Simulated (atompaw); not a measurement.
Which change was made? (Li, PAW (atompaw))

```
Element                 : lithium (Li)
Generator               : atompaw 4.2.0.5
Type                    : PAW
Functional              : PBE
Relativity              : scalar-relativistic
Frozen core             : none
Valence charge          : 3
Reference configuration : 1s2 2s0 2p1
Partial waves           : 1s (bound); 2s (bound, empty); 2p (bound); 2p channel at 0.5 Ry
Local potential         : troulliermartins scheme with l = 2 at 1 Ry, radius 3.00 bohr
Core correction         : none
Augmentation charge     : sinc compensation charge, radius 2.90 bohr; PAW radius 3.00 bohr; waves and projectors: bloechl
```

Cutoffs, loose and tight: the cutoffs (Ry, on a coarse ladder) from which the occupation-weighted sum of valence levels, in a spherical-Bessel basis at the reference potential, stays within 10 and 1 mRy of its value at 400 Ry. They see the waves, projectors and local potential, not the compensation charge or the core.

The base gives: outcome: generated; cutoff, loose: 10 Ry; cutoff, tight: 15 Ry; bound ghosts: none.

**Question.** After one change the result is: outcome: generated; cutoff, loose: 21 Ry; cutoff, tight: 35 Ry; bound ghosts: none. Which change was it?
A. waves 1s (bound): rc 0.55 bohr; 2s (bound): rc 1.00 bohr; 2p (bound): rc 3.00 bohr; 2p channel at 0.5 Ry: rc 3.00 bohr; augmentation sinc compensation charge, radius 2.90 bohr; PAW radius 3.00 bohr; waves and projectors: custom rrkj gramschmidtortho
B. all radii scaled by about 0.87 (s 0.48, p 2.60 bohr); local potential troulliermartins scheme with l = 2 at 1 Ry, radius 2.60 bohr; augmentation sinc compensation charge, radius 2.52 bohr; PAW radius 2.60 bohr; waves and projectors: bloechl
C. local potential troulliermartins scheme with l = 2 at 1 Ry, radius 1.28 bohr

**Answer.** C. The others give: waves 1s (bound): rc 0.55 bohr; 2s (bound): rc 1.00 bohr; 2p (bound): rc 3.00 bohr; 2p channel at 0.5 Ry: rc 3.00 bohr; augmentation sinc compensation charge, radius 2.90 bohr; PAW radius 3.00 bohr; waves and projectors: custom rrkj gramschmidtortho → outcome: generated; cutoff, loose: 140 Ry; cutoff, tight: 180 Ry; bound ghosts: none | all radii scaled by about 0.87 (s 0.48, p 2.60 bohr); local potential troulliermartins scheme with l = 2 at 1 Ry, radius 2.60 bohr; augmentation sinc compensation charge, radius 2.52 bohr; PAW radius 2.60 bohr; waves and projectors: bloechl → outcome: generated; cutoff, loose: 15 Ry; cutoff, tight: 18 Ry; bound ghosts: none.
